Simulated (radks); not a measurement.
Values are calculated unless marked as measured or tabulated.
The gold ion Au12+, 67 electrons, occupied as [Xe] 4f11 6s2 (not the ground configuration).

Level of theory: Dirac Kohn-Sham, PBE, spin-unpolarised, spherical densities, point nucleus; open shells are shared between the two j in proportion to 2j + 1 (a radial shooting solver on a logarithmic mesh with Libxc functionals).

Energy parts (Ry):
part                       energy
total                 -37982.9453
kinetic                43685.8610
electron-nucleus      -94341.9526
Hartree                13380.5318
exchange-correlation    -707.3855

Orbitals (lengths in bohr, moments of r in powers of bohr; <r^-3> diverges for s and p1/2):
orbital,occ.,eigenvalue (Ry),<r>,<r^-3>
1s1/2,2,-5949.086,0.01686,-
2s1/2,2,-1066.435,0.07045,-
2p1/2,2,-1023.288,0.05799,-
2p3/2,4,-888.4001,0.06654,20500
3s1/2,2,-268.1635,0.1832,-
3p1/2,2,-248.8281,0.1735,-
3p3/2,4,-219.0396,0.1892,4771
3d3/2,4,-187.0382,0.1648,832.6
3d5/2,6,-180.6402,0.1695,690.7
4s1/2,2,-74.17201,0.4033,-
4p1/2,2,-65.90964,0.4050,-
4p3/2,4,-58.56561,0.4374,1184
4d3/2,4,-45.05596,0.4422,187.8
4d5/2,6,-43.66073,0.4524,152.8
4f5/2,4.71429,-26.31081,0.4610,33.73
4f7/2,6.28571,-25.99436,0.4663,32.18
5s1/2,2,-25.42823,0.8497,-
5p1/2,2,-22.40583,0.8895,-
5p3/2,4,-20.70627,0.9505,277.5
5d3/2,0,-16.06398,1.057,38.52
5d5/2,0,-15.77896,1.075,31.57
6s1/2,2,-12.26601,1.586,-
6p1/2,0,-11.07930,1.678,-
6p3/2,0,-10.50970,1.764,94.82

The highest occupied level is 6s1/2 at -166.89 eV. The configuration is held as typed, so some empty levels lie below it. Summed over all electrons, <r^2> = 20.40 bohr^2, which gives a Langevin (diamagnetic) susceptibility term of -16.2 x 10^-6 cm^3/mol.
